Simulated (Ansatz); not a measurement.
CH8BClSi2, SMILES `CB[SiH]([SiH3])Cl` at its PBE0-D4/def2-TZVP geometry, where that method's forces vanish. Total charge 0; spin multiplicity 1.

| atom | x (Å) | y (Å) | z (Å) |
| --- | --- | --- | --- |
| C1 | 0.470 | -0.160 | -2.286 |
| B2 | 0.071 | 0.740 | -1.093 |
| Si3 | -1.033 | 0.114 | 0.461 |
| Si4 | 0.304 | -0.130 | 2.374 |
| Cl5 | -1.921 | -1.731 | 0.094 |
| H6 | 0.655 | 0.381 | -3.216 |
| H7 | 1.452 | -0.568 | -1.985 |
| H8 | -0.177 | -1.021 | -2.463 |
| H9 | 0.515 | 1.853 | -1.008 |
| H10 | -2.132 | 1.070 | 0.772 |
| H11 | 0.895 | 1.184 | 2.748 |
| H12 | 1.408 | -1.088 | 2.094 |
| H13 | -0.507 | -0.643 | 3.508 |

For each bond, give half the difference of the two atoms' forces along it (eV/Å; positive pushes the atoms apart) under PBE-D4, r2SCAN-D4, B3LYP-D4, ωB97M-V in def2-TZVPP. (Best estimate.)

Computed: 
```tsv
bond	length (Å)	PBE-D4	r2SCAN-D4	B3LYP-D4	ωB97M-V
C1–B2	1.547	-0.06	0.02	0.09	0.12
C1–H6	1.092	0.14	-0.01	-0.03	-0.07
C1–H7	1.105	0.16	0.00	-0.04	-0.04
C1–H8	1.091	0.12	-0.01	-0.03	-0.06
B2–Si3	2.006	-0.14	-0.04	-0.03	0.01
B2–H9	1.202	0.09	-0.02	-0.13	-0.14
Si3–Si4	2.347	-0.02	0.03	0.08	0.01
Si3–Cl5	2.080	0.20	0.07	0.23	0.12
Si3–H10	1.490	0.12	-0.01	-0.13	-0.15
Si4–H11	1.488	0.08	-0.03	-0.07	-0.09
Si4–H12	1.488	0.09	-0.02	-0.07	-0.09
Si4–H13	1.486	0.09	-0.01	-0.07	-0.11
```

B3LYP here is the variant with VWN-RPA as its local correlation; programs differ in this.
